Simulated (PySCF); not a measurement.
AlCl4, SMILES [Cl][Al-]([Cl])([Cl])[Cl], charge -1. The structure is a stationary point at PBE-D3(BJ)/def2-SVPD.

Calculation: PBE-D3(BJ)/def2-SVPD (PySCF).

Harmonic wavenumbers (cm⁻¹): 103, 103, 161, 161, 161, 321, 479, 479, 479. Rotational constants (GHz): 1.118, 1.118, 1.118; symmetry number 12.

Task: Work out the zero-point energy and the ideal-gas rigid-rotor harmonic-oscillator thermochemistry at 298.15 K and 1 atm.

Result: ZPE = ½ Σ hcν = ½ × 2449 cm⁻¹ = 14.65 kJ/mol. H − E(el) = 36.23 kJ/mol. Entropy in J/(mol K): translation 172.71, rotation 104.11, vibration 74.62, total 351.44. G − E(el) = -68.55 kJ/mol. Cp = 96.37 J/(mol K). Modes under 150 cm⁻¹ make the vibrational entropy uncertain.
